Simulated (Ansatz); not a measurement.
Molecule: sum formula YOCl, net charge -1, doublet state. The spin state was set by rule; other spins were not relaxed. 
Structure (B3LYP-D3(BJ)/def2-TZVP (Ansatz, a quantum-chemistry and plane-wave program) minimum search):
```
Y
O 1 1.8520
Cl 1 2.6217 2 117.62
```
Charge -1, spin multiplicity 2.

Basis-set convergence of Hartree-Fock and CCSD(T) correlation energies (hartree) with Ansatz. Cores are frozen in the correlated levels unless marked. Open shells are spin-unrestricted. Spin-orbit coupling is left out. The frozen core is the preceding noble-gas configuration, with the filled d and f shells of earlier blocks. Past Kr the def2 sets carry scalar-relativistic core potentials. This anion needs diffuse functions, which these sets lack.

```csv
basis,functions,E(HF),"E(corr, CCSD(T))"
def2-SVP,63,-572.17081,-0.40846
def2-TZVPP,129,?,?
```

Fill in the missing entries.


- def2-TZVPP, E(HF): -572.43654
- def2-TZVPP, E(corr, CCSD(T)): -0.53988
